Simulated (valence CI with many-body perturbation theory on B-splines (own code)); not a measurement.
Results of a calculation; reference values are marked as such.
A CI+MBPT run for Te XXX

The program does CI of the valence electrons with many-body perturbation theory for a frozen closed Dirac-Fock core.

Command, and the settings that its task file holds:

```sh
python run_cv.py task.json out
```

```
atom Te  Z=52  mass_number=130  rms_radius_fm=4.7423
core [Ar]
valence 3s5
avg = 1
basis = S
breit = 1
cap = 10000
capref = 1200
cscale = 1
de = 0.0
dress = 0
eps = 2e-08
extrap = 1
h = 0.27
hh = 1
l2 = 3
lcore = 6
maxit = 60
n2 = 5
natural = 1
nlev = 21
nno = [3, 3, 3, 3, 1]
nroot = 26
nsp = [3, 3, 2, 2, 0]
pt2 = 1
qed = 1
rpa = 1
s1 = 1
s2 = 1
s3 = 1
screen = 1
tol = 2e-05
whole = 1
```

**Question.** What became of the run, and why?

**Answer.** It gave no result: a shell was given more electrons than it holds. The program said: "a valence shell holds more than 4l+2 electrons".
